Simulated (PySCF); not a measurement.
Species: C3H11B2N.
Bonds: B1–N2, N2–B3, N2–C4, C4–C5, C4–C6. Hydrogens: H7, H8 on B1; H9, H10 on B3; H11 on C4; H12, H13, H14 on C5; H15, H16, H17 on C6.

Computed with PySCF at PBE0/pcSseg-1 and wB97X-D/def2-SVPD, non-relativistic, on one gas-phase PBE0-D3(BJ)/def2-SVP geometry that isn't relaxed in the solvent. The solvent is an IEF-PCM continuum (van der Waals radii × 1.2). Only the electrostatic response of the medium enters.

Gas phase at PBE0/pcSseg-1: HOMO -8.69 eV, LUMO -1.20 eV, dipole 1.72 D.

Problem. What does the continuum do to the energy, the frontier levels and the dipole at PBE0/pcSseg-1 in chloroform and acetone?

Solution. 
| solvent | ε | E(solvent) − E(gas) (kJ/mol) | polarisation term (kJ/mol) | distortion of the solute (kJ/mol) | HOMO (eV) | LUMO (eV) | dipole (D) |
| --- | --- | --- | --- | --- | --- | --- | --- |
| chloroform | 4.711 | -3.55 | -3.90 | 0.35 | -8.59 | -1.19 | 2.05 |
| acetone | 20.49 | -4.72 | -5.37 | 0.65 | -8.57 | -1.19 | 2.17 |

The polarisation term is half the interaction of the solute with the surface charges that it induces; the rest is the cost of distorting the solute's density. The sum is the electrostatic part of solvation alone. From chloroform to acetone the lowering changes by a factor 1.33, Onsager's factor (ε − 1)/(2ε + 1) by 1.30 and ε itself by 4.3.

Problem. Which radius a makes the point-dipole formula ΔE = −[(ε − 1)/(2ε + 1)]·μ²/a³ give the value in acetone, with the gas-phase dipole?

Solution. μ = 0.677 au and |ΔE| = 0.00180 Eh give a = 2.60 Å; the farthest nucleus lies 3.18 Å from the centroid of the nuclei, so such a sphere wouldn't even hold the nuclei. The formula assumes a rigid point dipole at the centre of a sphere.

Problem. Which Mayer bond orders change most in acetone?

Solution. 
```
  bond  length (Å)    gas  solvent  change
 B1–N2       1.422  1.195    1.205  +0.010
 N2–C4       1.479  0.857    0.850  -0.007
 N2–B3       1.425  1.175    1.182  +0.007
 B1–H7       1.205  0.993    0.988  -0.005
 B3–H9       1.205  1.002    0.997  -0.005
C5–H12       1.100  0.962    0.960  -0.002
C6–H17       1.100  0.962    0.960  -0.002
 C4–C5       1.522  1.041    1.042  +0.001
```

Problem. How do the nuclear quadrupole coupling constants eQVzz/h respond in acetone?

Solution. 
```
  nucleus  Q (barn)  gas (MHz)  solvent (MHz)  η gas  η solvent
11B at B1   0.04059       4.71           4.68   0.15       0.13
14N at N2   0.02044       1.65           1.54   0.57       0.65
11B at B3   0.04059       4.81           4.78   0.13       0.12
```

Gas phase at wB97X-D/def2-SVPD: HOMO -10.52 eV, LUMO 0.69 eV, dipole 1.68 D.

Problem. What does the continuum do to the energy, the frontier levels and the dipole at wB97X-D/def2-SVPD in acetone?

Solution. 
```json
{"solvent": "acetone", "ε": "20.49", "E(solvent) − E(gas) (kJ/mol)": "-4.88", "polarisation term (kJ/mol)": "-5.60", "distortion of the solute (kJ/mol)": "0.72", "HOMO (eV)": "-10.40", "LUMO (eV)": "0.71", "dipole (D)": "2.13"}
```

Problem. How does the static polarisability (wB97X-D/def2-SVPD, frozen core, with the continuum's full static response) change?

Solution. 
```
 medium  isotropic (au)  principal values (au)  ⟨r²⟩ of the electrons (bohr²)
    gas            74.0       64.4, 75.7, 81.8                          641.7
acetone            97.5     83.9, 102.3, 106.4                          642.2
```

The isotropic value in acetone is 1.32 times the gas-phase one; no cavity-field correction is applied. ⟨r²⟩ is taken about the centre of nuclear charge.

Conformer computed: `[BH2:1][N:2]([BH2:3])[CH:4]([CH3:5])[CH3:6]`: B1–N2–C4–C5 118°.

wB97X-D is run here without its empirical dispersion term; that term would change no orbital, density or response property at a fixed geometry.
